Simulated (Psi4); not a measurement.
Pair of molecules: NH3 (SMILES N) (first 4 atoms) with COS (SMILES O=C=S); geometry from B3LYP-D3(BJ)/def2-TZVP, rigid monomers moved along the line of their centres of mass till N1···C6 is 4.42 Å.
(charge 0, multiplicity 1):
```xyz
7

N      0.08142    -0.08459     0.02662
H      0.71661     0.69713    -0.08732
H      0.50145    -0.88624    -0.42973
H     -0.76990     0.13822    -0.47620
O      1.18486     0.99828     4.07144
C      0.40823     0.21639     4.41922
S     -0.63105    -0.83009     4.93202
```

Level of theory: SAPT0/jun-cc-pV(D+d)Z (Psi4).

**Question.** Which attractive term is largest, and how does the interaction split up?

**Answer.** electrostatics -21.9, exchange 2.5, induction -2.1, dispersion -7.9, total -29.4 meV; the largest attraction is electrostatics.
